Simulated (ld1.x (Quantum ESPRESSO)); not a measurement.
## zirconium: variants of one TM potential

Base potential:

- Element: zirconium
- Generator: ld1.x (Quantum ESPRESSO) 7.5
- Type: norm-conserving Troullier–Martins (Kleinman–Bylander form)
- Functional: LDA (PZ)
- Relativity: scalar-relativistic
- Frozen core: [Ar] 3d10 4s2
- Valence charge: 10
- Reference configuration: 4p6 4d2 5s1.5 5p0 (charge +0.5)
- Partial waves: 4p (bound): rc 2.20 bohr; 4d (bound): rc 2.05 bohr; 5s (bound): rc 3.05 bohr
- Local potential: the s channel
- Core correction: none

All-electron outer shells of the reference configuration (LDA (PZ), scalar-relativistic, ld1.x):

| shell | level (eV) | outermost node (bohr) | outermost maximum (bohr) |
| --- | --- | --- | --- |
| 4s | -57.74 | 0.55 | 1.08 |
| 4p | -35.72 | 0.56 | 1.17 |
| 5s | -7.32 | 1.46 | 3.04 |
| 4d | -6.83 | 0.58 | 1.61 |
| 5p | -3.90 | 1.69 | 3.85 |

Cutoffs, loose and tight: the cutoffs (Ry, on a coarse ladder) from which the occupation-weighted sum of valence levels, in a spherical-Bessel basis at the reference potential, stays within 10 and 1 mRy of its value at 400 Ry. They do not see the model core or the augmentation charge, which bear on the density cutoff. Test errors are all-electron minus pseudo excitation energies from the reference, over the configurations 4p6 4d2 5s2 5p0; 4p6 4d2 5s1 5p0; 4p6 4d2 5s0 5p0; 4p6 4d0 5s0 5p0; 4p6 4d2 5s0 5p1; 4p6 4d3 5s0 5p0; 4p6 4d3 5s1 5p0 (two spin-polarised tests are not counted in the largest error). A dash means not determined; rows that change the core or the reference have their own tests.

A true bound ghost makes a file unfit for plane-wave use even where its test errors are small: the radial tests pick states by their node count and pass the ghost by.

```csv
change,outcome,"cutoff, loose","cutoff, tight",bound ghosts,largest test error (meV)
base,generated,30 Ry,40 Ry,none,-849
wave 4p (bound): rc 2.20 bohr becomes 4p (bound): rc 3.06 bohr,generated,30 Ry,40 Ry,none,-866
"core [Kr], valence charge 4; reference 4d1 5s0 5p0; waves now 5p (bound): rc 2.40 bohr; 4d (bound): rc 1.95 bohr; 5s (bound): rc 2.85 bohr; core correction Bessel-smoothed model core inside 1.40 bohr",generated,30 Ry,35 Ry,p,-401
"all radii scaled by about 1.32 (s 4.02, p 2.90, d 2.70 bohr)",generated,25 Ry,35 Ry,none,-877
wave 5s (bound): rc 3.05 bohr becomes 5s (bound): rc 4.26 bohr,generated,30 Ry,40 Ry,none,-899
core correction a·sin(br)/r model core inside 1.24 bohr,generated,30 Ry,40 Ry,none,-853
wave 4d (bound): rc 2.05 bohr becomes 4d (bound): rc 2.42 bohr,generated,25 Ry,40 Ry,none,-849
wave 4d (bound): rc 2.05 bohr becomes 4d (bound): rc 1.44 bohr,generated,35 Ry,50 Ry,none,-849
```
